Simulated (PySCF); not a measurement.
Static response to an electric field

Compound: C₄H₁₃AlN₂.
Structure used (PBE0-D3(BJ)/def2-SVP), in Å, numbered top down from 1:
```xyz
20
C4H13AlN2 angstrom
N      2.1324    1.1599    1.2367
Al     1.8838   -0.7498    0.4260
N      0.1787   -0.6963   -0.1961
C     -0.2757   -0.2782   -1.5010
C     -1.5279    0.5812   -1.2278
C     -2.0255    0.0825    0.1460
C     -1.0322   -1.0378    0.5114
H      1.4269    1.3413    1.9521
H      2.0253    1.8772    0.5182
H      3.0501    1.2867    1.6673
H      2.1020   -1.5909    1.7759
H      3.0277   -0.6647   -0.6969
H      0.5085    0.2585   -2.0593
H     -0.5697   -1.1492   -2.1278
H     -1.2645    1.6497   -1.1835
H     -2.2850    0.4701   -2.0191
H     -3.0666   -0.2744    0.1201
H     -1.9817    0.8918    0.8922
H     -0.8663   -1.1356    1.5967
H     -1.4452   -2.0117    0.1660
```

Level: CAM-B3LYP/def2-SVPD (PySCF), static field, nuclei fixed, core orbitals frozen in the response. The polarisability tensor in these axes (au):

```
x   104.15  -0.37   4.63
y    -0.37  88.56  -1.23
z     4.63  -1.23  92.88
```

Give the principal values, the mean and the anisotropy Δα = √{½[(α1 − α2)² + (α2 − α3)² + (α1 − α3)²]}.

Principal values 88.17, 91.57 and 105.84 au; mean 95.20 au = 14.11 Å³ = 15.70 × 10⁻⁴⁰ C²·m²/J; Δα = 16.24 au (17 % of the mean).

What is the dipole moment, and where does it point?

(0.34, 4.63, 1.88) D, 5.01 D in size, pointing from the negative to the positive side. Measured along this direction, the outermost atoms are H14 and H20 at the negative end and H8, H9 and H10 at the positive end.

Find the Langevin capture rate constant for NH4+ (18.034 u) meeting this molecule (116.089 u), k = 2.342 × 10⁻⁹ cm³/s × √(α in Å³ / reduced mass in u).

The reduced mass is 15.61 u, so k = 2.23 × 10⁻⁹ cm³/s. The formula leaves out the permanent dipole, which adds to the capture rate.

Form Σ f/ω² (atomic units) for the 6 lowest TDDFT singlets, given as eV and f, and set it beside the mean polarisability, which is this sum over all singlets: 4.70, 0.0362; 5.56, 0.0891; 6.07, 0.0079; 6.12, 0.0054; 6.39, 0.0138; 6.41, 0.0362.

They add up to 4.51 au, 4.7 % of the 95.20 au; the largest single term is 2.13 au, from the state at 5.56 eV. Terms in order: 1.21, 2.13, 0.16, 0.11, 0.25, 0.65 au. Higher excitations give the rest. The strengths listed sum to 0.189.

Estimate the molar refractivity from the static electronic polarisability.

Lorentz–Lorenz: R = (4π/3)N_A α = 2.5225 cm³/(mol·Å³) × 14.11 Å³ = 35.6 cm³/mol, in the limit of long wavelengths.

Along which axes do the principal values lie, and how far do the nuclei extend along each?

Largest value along (0.94, -0.04, 0.34), where the nuclei span 6.23 Å; middle along (-0.34, -0.32, 0.89), 4.15 Å; least along (-0.07, 0.95, 0.31), 3.55 Å. The response follows the extents in order.

The structure is a single PBE0-D3(BJ)/def2-SVP conformer in the gas phase; no vibrational or solvent corrections.
